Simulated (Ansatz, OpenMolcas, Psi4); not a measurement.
**SnSe (SMILES [Se][Sn]): the vertical ionisation energy, rung by rung**

The species is SnSe (2 atoms), meant as a singlet with charge 0. As SMILES, `[Se][Sn]`. The coordinates come from a PBE0-D4/def2-TZVP relaxation.

| atom | x (Å) | y (Å) | z (Å) |
| --- | --- | --- | --- |
| Se | 0.0000 | 0.0000 | 0.0065 |
| Sn | 0.0000 | 0.0000 | 2.3318 |

Each level gives the vertical ionisation energy (to the doublet cation) (eV). The values are calculated.

```
                               level                    kind     program  value (eV)
       HF/def2-TZVP (core potential)            Hartree–Fock      Ansatz        7.81
     BLYP/def2-TZVP (core potential)                     GGA      Ansatz        9.02
    M06-L/def2-TZVP (core potential)                meta-GGA  OpenMolcas        8.94
    B3LYP/def2-TZVP (core potential)           global hybrid        Psi4        9.12
    BHLYP/def2-TZVP (core potential)           global hybrid      Ansatz        8.85
CAM-B3LYP/def2-TZVP (core potential)  range-separated hybrid      Ansatz        9.02
 RPA@PBE0/def2-TZVP (core potential)                     RPA      Ansatz        9.15
  BCCD(T)/def2-TZVP (core potential)   coupled cluster or CI      Ansatz        9.13
```

Spin-orbit coupling, which can split open shells on such heavy atoms by tenths of an eV, is left out. The values span 7.81 to 9.15 eV. In the correlated wave-function rows the outer d shell of Se, Sn is correlated, in sets not made for it.
